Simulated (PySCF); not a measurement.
**BrCl3Ti: core ionisation energies**

TiBrCl3 (singlet state).
Structure used (PBE0-D3(BJ)/def2-SVP), in Å, numbered top down from 1:
```
atom  x, y, z in Å
Ti1    0.0190   -0.0146   -0.0374
Br2   -0.1816   -0.1364    2.2612
Cl3    2.0996    0.0095   -0.5852
Cl4   -0.9392    1.7643   -0.7813
Cl5   -0.9229   -1.7333   -0.9194
```

Computed with delta-SCF UKS SCAN, pcX-2 on the ionised atom (unc-x2c-TZVPall on a metal), pcseg-1 elsewhere, spin-free X2C in PySCF 2.14.0. Each binding energy is the total energy of the core-ionised species, with the hole localised on one atom, minus that of the ground state; both are solved self-consistently, so orbital relaxation is included.

**Question.** Give the core binding energies atom by atom.

**Answer.** 
```
    atom(s)    bonded to     level  binding energy (eV)  2p1/2 (eV)  count
Cl3/Cl4/Cl5           Ti  Cl 2p3/2               206.10      207.75      3
        Ti1  3 Cl and Br  Ti 2p3/2               464.35      470.06      1
Cl3/Cl4/Cl5           Ti     Cl 1s              2828.69           –      3
```

**Question.** Give the binding energy of Cl 2p3/2 of Cl3/Cl4/Cl5 in hartree and in kJ/mol.

**Answer.** 206.10 eV = 7.5740 Eh = 19886 kJ/mol.

The first atom of each set that the bonding makes equivalent was ionised and stands for the set. Spin contamination (⟨S²⟩ against 0.75 for a pure doublet) is marked for Ti 2p3/2 of Ti1 (0.85), which makes this value less certain. The 2p values aren't plain energy differences: one relaxed spin-free 2p hole is combined with a matrix within the shell (ground-state 2p orbital-energy differences and spin–orbit coupling). 2p3/2, the mean of its two sublevels, lies a third of the splitting below the shell's mean and 2p1/2 two thirds above it; the statistical areas are 2:1. 2p1/2 minus 2p3/2 (ligand field included): Ti 5.72 eV, Cl 1.65 eV. Satellites of the metal's 2p lines aren't described. No level of bromine is listed. Geometry: PBE0-D3(BJ)/def2-SVP; no solvent, vibrations or thermal averaging. Metal 2p energies of this one-determinant scheme are less reliable than its 1s energies.
